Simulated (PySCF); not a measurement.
# Static response to an electric field

Compound: Nb(NMe)(SMe)3, C4H12NNbS3 (singlet state).
Cartesian coordinates in Å at the PBE0-D3(BJ)/def2-SVP level; atoms count from 1:
```
atom  x, y, z in Å
Nb1   -0.0242   -0.2003   -1.2539
N2     0.0216   -0.0218    0.4682
C3     0.0501    0.1331    1.8751
H4     0.8877    0.7813    2.1858
H5    -0.8861    0.5869    2.2442
H6     0.1757   -0.8422    2.3762
S7     1.9361   -1.4092   -1.8363
C8     2.9232   -1.7060   -0.3370
H9     3.2079   -0.7555    0.1318
H10    3.8319   -2.2437   -0.6403
H11    2.3624   -2.3207    0.3786
S12   -0.0474    2.0278   -2.0792
C13    0.0245    3.1754   -0.6666
H14   -0.8431    3.0355   -0.0089
H15    0.0082    4.1984   -1.0680
H16    0.9503    3.0308   -0.0947
S17   -2.0321   -1.3782   -1.7179
C18   -3.0238   -1.4956   -0.1957
H19   -2.4788   -2.0507    0.5782
H20   -3.9485   -2.0341   -0.4442
H21   -3.2824   -0.4952    0.1750
```

Level: PBE0/def2-SVPD (PySCF), static field, nuclei fixed, core orbitals frozen in the response. The polarisability tensor in these axes (au):

```
x   187.97  -0.99  -0.98
y    -0.99 182.99  -0.40
z    -0.98  -0.40 159.44
```

Task: Diagonalise the tensor; give its mean and Δα, where Δα² is half the sum of the squared differences of the eigenvalues.

Result: Principal values 159.40, 182.81 and 188.19 au; mean 176.80 au = 26.20 Å³ = 29.15 × 10⁻⁴⁰ C²·m²/J; Δα = 26.52 au (15 % of the mean).

Task: What is the dipole moment, and where does it point?

Result: (0.11, 0.65, 5.08) D, 5.12 D in size, pointing from the negative to the positive side. Measured along this direction, the outermost atoms are S7 and S17 at the negative end and H4, H5 and H6 at the positive end.

Task: Orientational against electronic polarisability at 298 K (dilute gas, rigid molecules)?

Result: In Gaussian units μ²/3kT = 212.76 Å³ against 26.20 Å³, a ratio of 8.12; the Debye molar polarisation (4π/3)N_A(α + μ²/3kT) is 602.8 cm³/mol, leaving out the vibrational part.

Task: Rayleigh depolarisation ratio (linearly polarised light, static tensor)?

Result: ρ = 3Δα²/(45ᾱ² + 4Δα²) = 2109.6/(1406607 + 2812.8) = 0.0015.

Task: Estimate the molar refractivity from the static electronic polarisability.

Result: Lorentz–Lorenz: R = (4π/3)N_A α = 2.5225 cm³/(mol·Å³) × 26.20 Å³ = 66.1 cm³/mol, in the limit of long wavelengths.

Geometry: PBE0-D3(BJ)/def2-SVP; no solvent, vibrations or thermal averaging. Atoms past krypton carry effective core potentials; spin–orbit coupling is left out.
